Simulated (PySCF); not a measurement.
A mixed set of molecules. Theory: PySCF, TDDFT wB97X-D/def2-SVPD, vertical, gas phase, core orbitals frozen in the response. Geometries: GFN2-xTB; one conformer of each isolated species. Triplets are in the Tamm–Dancoff approximation. 'Strongest' means the level of largest summed f among the lowest 8 singlets; it needn't be the same kind of state in each.

Problem. Rank by computed lowest singlet excitation energy, lowest first.
A. `N#C[SiH]1CCOCC1`
B. `C(#N)[C@@H]1COCC[SiH2]1`
C. `C[Si@@H]1CC[C@@H](C#N)O1`
D. `[Si@H]1([SiH2]C(=C1C)F)SC`

Solution. D (5.41 eV), A (7.11 eV), B (7.36 eV), C (7.61 eV).

```csv
SMILES,S1 (eV),f (strongest),T1 (eV),LUMO (eV),first f ≥ 0.01 (nm),HOMO (eV),S1 mainly
CS[Si@@H]1[SiH2]C(F)=C1C,5.41,0.16,4.46,1.24,229,-8.56,H→L+1 (38%)
N#C[SiH]1CCOCC1,7.11,0.04,6.08,1.39,166,-9.68,H→L (29%)
N#C[C@@H]1COCC[SiH2]1,7.36,0.02,6.45,1.83,163,-9.88,H-1→L+3 (21%)
C[Si@@H]1CC[C@@H](C#N)O1,7.61,0.06,6.51,1.85,154,-10.45,H-2→L (24%)
```

H and L stand for HOMO and LUMO.
